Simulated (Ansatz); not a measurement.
Geometry optimisation, RKS PBE0-D4/def2-SVP in Ansatz.

Input:

```yaml
crystal:
  periodic: [false, false, false]
  atoms:
    - { symbol: Si, position_ang: [-0.286547, 1.086367, 1.808371] }
    - { symbol: O, position_ang: [-0.776686, -0.947976, -0.430688] }
    - { symbol: C, position_ang: [-0.587113, -0.292222, -1.656497] }
    - { symbol: H, position_ang: [-1.288264, 1.621794, 0.850986] }
    - { symbol: H, position_ang: [0.008584, 2.108262, 2.854871] }
    - { symbol: H, position_ang: [-0.696468, -0.192168, 2.442912] }
    - { symbol: H, position_ang: [2.094717, -0.782483, -0.046828] }
    - { symbol: F, position_ang: [1.155825, 0.865034, 1.008959] }
    - { symbol: H, position_ang: [-0.068401, -1.60117, -0.340293] }
    - { symbol: F, position_ang: [2.102219, -1.577269, -0.492671] }
    - { symbol: H, position_ang: [-1.378095, 0.467214, -1.75788] }
    - { symbol: H, position_ang: [0.389161, 0.222203, -1.720176] }
    - { symbol: H, position_ang: [-0.668931, -0.977685, -2.521067] }
basis:
  gaussian: { orbitals: def2-SVP }
hamiltonian:
  xc: pbe0
  dispersion: d4
relax:
  f_tol: 0.03
  max_steps: 50
output:
  orbitals: {}
```

Run as:

```bash
$ ansatz run input.yaml --threads 2 --pin off --max-ram 3072MiB --backend cpu --events-out ev --progress --plain --runs-dir out
```

Question: Where does it end, and by what steps?

Answer: The forces met the threshold. After 6 steps the energy has fallen by 0.219 eV; H7 moved furthest, 0.37 Å.

```tsv
step	energy less start (eV)	largest force component (eV/Å)	accepted
0	0.0000	1.000	yes
1	-0.1388	0.495	yes
2	-0.1965	0.441	yes
3	-0.2113	0.225	yes
4	-0.2165	0.062	yes
5	-0.2074	0.554	no
6	-0.2186	0.028	yes
```

```xyz
13
Properties=species:S:1:pos:R:3
Si -0.241 0.913 1.613
O -0.630 -0.800 -0.330
C -0.624 -0.238 -1.618
H -1.190 1.550 0.670
H 0.072 1.908 2.684
H -0.691 -0.342 2.260
H 1.872 -0.621 0.208
F 1.257 0.711 0.910
H 0.134 -1.397 -0.277
F 1.955 -1.464 -0.200
H -1.436 0.501 -1.673
H 0.327 0.276 -1.847
H -0.804 -0.998 -2.398
```

Whether the end is a true minimum wasn't checked by a vibrational analysis.

The run took 26 s on 2 threads of Arm Neoverse V1, with other jobs on the host, peak memory 0.26 GiB.
